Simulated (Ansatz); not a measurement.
Stepwise reaction of `[Cl][Ga]([Br])[Br]` with hydrogen fluoride, as a gas-phase model of exchange steps in deposition or etching. ΔE in kJ/mol; ΔG adds harmonic PBE0-D4 terms to CCSD(T)/CBS, at 1 bar.

Gas-phase electronic energies from Ansatz, PBE0-D4/def2-TZVP geometries. CCSD(T)/CBS is the MP2 limit (def2-TZVPP, def2-QZVPP) plus CCSD(T) − MP2 in def2-TZVPP, frozen cores. This one scheme is used for every species. DFT in def2-TZVPP. B3LYP here is the variant with VWN-RPA as its local correlation; programs differ in this. For Br, Ga outer-core shells are correlated without core-valence functions, which leaves a few kJ/mol of doubt a bond. Scalar relativity is left out up to krypton.

```csv
step,reaction,PBE-D4,B3LYP-D4,ωB97M-V,CCSD(T)/CBS,ΔG(500 K)
1,`[Cl][Ga]([Br])[Br]` + H–F → `[F][Ga]([Cl])[Br]` + HBr,46.2,44.9,44.0,51.8,40.7
2,`[F][Ga]([Cl])[Br]` + H–F → `[F][Ga]([F])[Cl]` + HBr,49.2,47.3,47.0,53.7,48.6
```

By hand: ΔE of the 2 steps together at CCSD(T)/CBS.

(51.8) + (53.7) = 105.5 kJ/mol, or 52.8 kJ/mol a step.

In ΔE the steps differ by no more than 1.9 kJ/mol. All are uphill at CCSD(T)/CBS. ΔG lies between 40.7 and 48.6 kJ/mol a step. PBE-D4 differs from CCSD(T)/CBS by -5.6 to -4.5 kJ/mol a step. Isolated molecules leave out the surface, adducts and barriers. Largest T1 diagnostic: 0.014.
